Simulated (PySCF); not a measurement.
**Zn⁺: excitation energy**

Zn⁺ [Ar] 3d10 4s1 (2S) → Zn⁺ [Ar] 3d10 4d1 (2D), as a difference of total energies. All numbers are calculated (PySCF 2.14, scalar relativity by spin-free X2C-1e, in x2c-TZVPPall with one added diffuse shell each of s, p, d, f type (7s6p5d3f1g, 80 functions)). Correlated levels: valence: [Ar] frozen. The calculations carry no spin-orbit coupling.

```csv
method,excitation energy (cm⁻¹),error (cm⁻¹)
UHF,89375,-7565
MP2 (valence),97006,+66
SCS-MP2 (valence),95835,-1105
CCSD (valence),96208,-732
CCSD(T) (valence),94405,-2535
```

Reference: 96940 cm⁻¹ (measured; NIST levels, between the centres of gravity of the two terms).

Errors of the correlated levels include the incompleteness of this basis and the frozen core.

The coupled-cluster amplitudes are large for the upper state (T1 above 0.03 or a double amplitude above 0.15), so a single reference is strained.
